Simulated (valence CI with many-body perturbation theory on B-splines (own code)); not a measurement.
Level structure of Te II

Computed by relativistic CI+MBPT: five valence electrons over a frozen Dirac-Fock core [Kr] 4d10, radial functions for each j: 10 s, 10 p, 9 d, 7 f, 4 g, 2 h, with the one-electron correlation potential Σ1 (screened to all orders), the two-electron term Σ2, the three-electron term Σ3, Breit, model QED; selected single and double excitations, second order for the rest, scaled by the run's own slope (own B-spline code, finite nucleus).

Set against measurement, 14 paired levels are off by 121 cm⁻¹ on average, the worst by 350. These come from a selection out of the NIST Handbook of Basic Atomic Spectroscopic Data. Levels without a partner in it may be off by more. Among the levels kept, up to 670 cm⁻¹ of a level comes from second order outside the variational space, and about a tenth of that is noise between levels of different J, which matters for small intervals.

Levels 1 to 45 of 50, with energies above the lowest level, 5s2 5p3 4S°_3/2. "Leading %" is the weight of the configuration and term that name the level; weights of strongly mixed levels are sums over their largest components and can fall short. In the jj column 3d3/2^4 stands for four electrons in 3d with j = 3/2. Lifetimes count E1, E2, E3, M1 and M2 decay at the calculated energies, and are blank where another channel may lead or the interval is too uncertain; long ones can be off by a factor of two.

| No. | Configuration | Term | J | E (cm⁻¹) | Leading % | Leading jj | Lifetime | Second component |
| --- | --- | --- | --- | --- | --- | --- | --- | --- |
| 1 | 5s2 5p3 | 4S° | 3/2 | 0.0 | 89 | 5s^2 5p1/2^2 5p3/2 (44 %) |  | 6 % 5s2 5p3 2P° |
| 2 | 5s2 5p3 | 2D° | 3/2 | 10194 | 78 | 5s^2 5p1/2 5p3/2^2 (53 %) | 309 ms | 13 % 5s2 5p3 2P° |
| 3 | 5s2 5p3 | 2D° | 5/2 | 12385 | 94 | 5s^2 5p1/2 5p3/2^2 (94 %) | 2.81 s |  |
| 4 | 5s2 5p3 | 2P° | 1/2 | 20531 | 94 | 5s^2 5p1/2 5p3/2^2 (94 %) | 79.9 ms |  |
| 5 | 5s2 5p3 | 2P° | 3/2 | 23989 | 75 | 5s^2 5p3/2^3 (82 %) | 32.2 ms | 15 % 5s2 5p3 2D° |
| 6 | 5s 5p4 | 4P | 5/2 | 70847 | 73 | 5s 5p1/2^2 5p3/2^2 (62 %) | 355 ns | 16 % 5s2 5p2 5d 4P |
| 7 | 5s 5p4 | 4P | 3/2 | 74544 | 71 | 5s 5p1/2 5p3/2^3 (57 %) | 346 ns | 18 % 5s2 5p2 5d 4P |
| 8 | 5s 5p4 | 4P | 1/2 | 75983 | 68 | 5s 5p1/2^2 5p3/2^2 (26 %) | 49.3 ns | 18 % 5s2 5p2 5d 4P |
| 9 | 5s2 5p2 6s | 4P | 1/2 | 78498 | 68 | 5s^2 5p1/2^2 6s (75 %) | 1.29 ns | 15 % 5s2 5p2 6s 2P |
| 10 | 5s2 5p2 5d | 4F | 3/2 | 81774 | 23 | 5s^2 5p1/2^2 5d3/2 (43 %) | 8.35 ns | 23 % 5s2 5p2 5d 2P |
| 11 | 5s2 5p2 6s | 4P | 3/2 | 82752 | 73 | 5s^2 5p1/2 5p3/2 6s (75 %) | 1.49 ns | 10 % 5s2 5p2 5d 4F |
| 12 | 5s2 5p2 6s | 2P | 1/2 | 83666 | 62 | 5s^2 5p1/2 5p3/2 6s (77 %) | 1.06 ns | 17 % 5s2 5p2 6s 4P |
| 13 | 5s2 5p2 5d | 4F | 5/2 | 84868 | 64 | 5s^2 5p1/2^2 5d5/2 (40 %) | 7.19 ns | 10 % 5s2 5p2 5d 4D |
| 14 | 5s2 5p2 5d | 4F | 3/2 | 85026 | 46 | 5s^2 5p1/2 5p3/2 5d3/2 (44 %) | 9.21 ns | 26 % 5s2 5p2 5d 2P |
| 15 | 5s2 5p2 6s | 4P | 5/2 | 85645 | 66 | 5s^2 5p1/2 5p3/2 6s (65 %) | 1.23 ns | 17 % 5s2 5p2 6s 2D |
| 16 | 5s 5p4 | 2D | 3/2 | 86628 | 30 | 5s^2 5p1/2 5p3/2 6s (27 %) | 2.46 ns | 21 % 5s2 5p2 5d 2D |
| 17 | 5s 5p4 | 2D | 5/2 | 87149 | 36 | 5s 5p1/2 5p3/2^3 (31 %) | 24.8 ns | 27 % 5s2 5p2 5d 2D |
| 18 | 5s2 5p2 5d | 4F | 7/2 | 87714 | 76 | 5s^2 5p1/2 5p3/2 5d5/2 (77 %) | 39.1 ns | 14 % 5s2 5p2 5d 4D |
| 19 | 5s2 5p2 5d | 4D | 1/2 | 88628 | 48 | 5s^2 5p1/2 5p3/2 5d3/2 (73 %) | 4.36 ns | 27 % 5s2 5p2 5d 2P |
| 20 | 5s2 5p2 5d | 2F | 5/2 | 88749 | 69 | 5s^2 5p1/2 5p3/2 5d3/2 (69 %) | 9.57 ns | 13 % 5s2 5p2 5d 4F |
| 21 | 5s2 5p2 6s | 2P | 3/2 | 88871 | 30 | 5s^2 5p1/2 5p3/2 6s (39 %) | 1.71 ns | 21 % 5s2 5p2 5d 4D |
| 22 | 5s2 5p2 5d | 4F | 9/2 | 90332 | 82 | 5s^2 5p1/2 5p3/2 5d5/2 (61 %) | 1.62 s | 10 % 5s2 5p2 5d 2G |
| 23 | 5s2 5p2 5d | 2F | 7/2 | 90608 | 44 | 5s^2 5p1/2 5p3/2 5d3/2 (42 %) | 418 ns | 36 % 5s2 5p2 5d 4D |
| 24 | 5s2 5p2 5d | 4D | 3/2 | 92004 | 56 | 5s^2 5p3/2^2 5d3/2 (30 %) | 3.05 ns | 9 % 5s2 5p2 5d 2P |
| 25 | 5s2 5p2 5d | 4D | 1/2 | 92526 | 43 | 5s^2 5p3/2^2 5d5/2 (33 %) | 2.76 ns | 34 % 5s2 5p2 5d 2P |
| 26 | 5s2 5p2 5d | 4D | 5/2 | 92639 | 51 | 5s^2 5p1/2 5p3/2 5d5/2 (49 %) | 1.83 ns | 18 % 5s2 5p2 5d 2F |
| 27 | 5s2 5p2 6p | 4D° | 1/2 | 93872 | 47 | 5s^2 5p1/2^2 6p1/2 (78 %) | 12.7 ns | 20 % 5s2 5p2 6p 2S° |
| 28 | 5s2 5p2 6s | 2D | 5/2 | 94917 | 69 | 5s^2 5p3/2^2 6s (65 %) | 959 ps | 16 % 5s2 5p2 6s 4P |
| 29 | 5s2 5p2 6s | 2D | 3/2 | 95270 | 55 | 5s^2 5p3/2^2 6s (72 %) | 1.07 ns | 24 % 5s2 5p2 6s 2P |
| 30 | 5s2 5p2 6p | 4D° | 3/2 | 96038 | 47 | 5s^2 5p1/2^2 6p3/2 (73 %) | 9.32 ns | 20 % 5s2 5p2 6p 4P° |
| 31 | 5s2 5p2 5d | 4D | 7/2 | 96368 | 39 | 5s^2 5p3/2^2 5d5/2 (66 %) | 4.26 ns | 38 % 5s2 5p2 5d 2F |
| 32 | 5s2 5p2 6p | 2S° | 1/2 | 97645 | 47 | 5s^2 5p1/2 5p3/2 6p1/2 (69 %) | 12.7 ns | 36 % 5s2 5p2 6p 4D° |
| 33 | 5s2 5p2 5d | 4P | 5/2 | 99298 | 59 | 5s^2 5p1/2 5p3/2 5d3/2 (26 %) | 200 ps | 10 % 5s 5p4 4P |
| 34 | 5s2 5p2 6p | 4D° | 3/2 | 99483 | 38 | 5s^2 5p1/2 5p3/2 6p1/2 (78 %) | 10.8 ns | 21 % 5s2 5p2 6p 2D° |
| 35 | 5s2 5p2 6p | 4D° | 5/2 | 99992 | 74 | 5s^2 5p1/2 5p3/2 6p3/2 (86 %) | 9.33 ns | 14 % 5s2 5p2 6p 4P° |
| 36 | 5s2 5p2 5d | 2G | 7/2 | 100711 | 68 | 5s^2 5p1/2 5p3/2 5d3/2 (28 %) | 2.14 ns | 20 % 5s2 5p2 5d 2F |
| 37 | 5s2 5p2 5d | 4P | 3/2 | 100802 | 52 | 5s^2 5p1/2 5p3/2 5d3/2 (30 %) | 192 ps | 12 % 5s 5p4 4P |
| 38 | 5s2 5p2 5d | 2S | 1/2 | 101017 | 44 | 5s^2 5p1/2 5p3/2 5d3/2 (37 %) | 575 ps | 15 % 5s 5p4 2S |
| 39 | 5s2 5p2 6p | 2D° | 3/2 | 101114 | 49 | 5s^2 5p1/2 5p3/2 6p3/2 (86 %) | 8.86 ns | 28 % 5s2 5p2 6p 4S° |
| 40 | 5s2 5p2 6p | 4P° | 1/2 | 101263 | 72 | 5s^2 5p1/2 5p3/2 6p3/2 (67 %) | 9.08 ns | 13 % 5s2 5p2 6p 2P° |
| 41 | 5s2 5p2 5d | 2G | 9/2 | 101911 | 82 | 5s^2 5p3/2^2 5d5/2 (61 %) | 95.5 ms | 10 % 5s2 5p2 5d 4F |
| 42 | 5s2 5p2 5d | 4P | 1/2 | 102146 | 52 | 5s^2 5p3/2^2 5d3/2 (24 %) | 218 ps | 14 % 5s 5p4 2S |
| 43 | 5s2 5p2 6p | 2D° | 5/2 | 102212 | 43 | 5s^2 5p1/2 5p3/2 6p1/2 (67 %) | 11.5 ns | 29 % 5s2 5p2 6p 4P° |
| 44 | 5s2 5p2 5d | 2D | 3/2 | 102269 | 60 | 5s^2 5p1/2 5p3/2 5d5/2 (45 %) | 383 ps | 11 % 5s2 5p2 5d 4P |
| 45 | 5s2 5p2 5d | 2D | 5/2 | 102774 | 41 | 5s^2 5p1/2 5p3/2 5d5/2 (36 %) | 221 ps | 34 % 5s2 5p2 5d 2F |

Names give the largest LS component (configuration and term), which can be under half, so a name can repeat, a term be missing and a line seem to break the LS rules; names also repeat where a configuration has a term twice.

The ionisation energy to 5s2 5p2 3P_0 of the next ion comes out as 18.2 eV (NIST: 18.6 ± 0.4 eV (measured)). All 50 levels together are meant to be complete up to 106218 cm⁻¹.
